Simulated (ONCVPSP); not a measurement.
# Before and after: ONCV potential for H (Z = 1)

- Element: hydrogen
- Generator: ONCVPSP 4.0.1
- Type: optimised norm-conserving Vanderbilt (ONCV)
- Functional: PBE
- Relativity: fully relativistic
- Frozen core: none
- Valence charge: 1
- Reference configuration: 1s1
- Partial waves: 1s: rc 1.45 bohr, ncon 4, nbas 8, qcut 9.2 1/bohr, 1 projector; p scattering state at 0.29 Ha: rc 1.45 bohr, ncon 4, nbas 7, qcut 5.9 1/bohr, 2 projectors, debl 0.9 Ha
- Local potential: polynomial inside 1.30 bohr (lpopt 5, dvloc0 -1 Ha)
- Core correction: none

Open shells are filled in proportion to 2j + 1.

Change: s: qcut 11.2; p: qcut 7.2.

Cutoffs: the cutoffs (Ha) at which the residual kinetic energy of the hardest occupied pseudo-wave falls to 1 and 0.1 mHa per electron; they do not see the model core or the augmentation charge, which bear on the density cutoff. Errors are all-electron minus pseudo energies relative to the spin-unpolarised reference configuration.

Question: How do hardness, ghosts and transferability respond?

Answer: The potential gets harder (15 Ha and 22 Ha → 17 Ha and 26 Ha); neither file shows a bound ghost.

| quantity | base | changed |
| --- | --- | --- |
| cutoff, loose | 15 Ha | 17 Ha |
| cutoff, tight | 22 Ha | 26 Ha |
| bound ghosts | none | none |
| GHOST(+) flags under 300 eV | none | none |
| error for 1s0.5, meV [ΔE 4.76 eV] | +1.2 | +0.5 |
| s: phases at 1.47 bohr within 0.05 rad from the reference energy up to (Ha; the scan ends near 5) | 1.8 | 1.8 |
| p3/2: phases at 1.47 bohr within 0.05 rad from the reference energy up to (Ha; the scan ends near 5) | to the end of the scan | to the end of the scan |
| p1/2: phases at 1.47 bohr within 0.05 rad from the reference energy up to (Ha; the scan ends near 5) | to the end of the scan | to the end of the scan |
